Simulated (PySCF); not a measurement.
Level of theory: TPSSh-D3(BJ)/def2-TZVP // r2SCAN-D4/def2-SVP in PySCF 2.14.0. Isolated molecules, 0 K electronic values unless said otherwise. One relaxed conformer stands for a flexible species; it need not be the lowest. 

Reference species: [Nb(Cl)2(NH2)3] (neutral, multiplicity 1).

- mean distance from the central atom to its bonded neighbours: 2.132 Å
- charge on the central atom (Mulliken): 1.56 e

Changed species: [Nb(Cl)(NH2)4] (4 of 5 Cl replaced by NH2; the reference has 3 of 5 Cl replaced by NH2).

Task: Give the shifts of the mean distance from the central atom to its bonded neighbours and charge on the central atom (Mulliken).

Result: the mean distance from the central atom to its bonded neighbours falls by 0.057 Å, to 2.075 Å; the charge on the central atom (Mulliken) rises by 0.07 e, to 1.63 e.
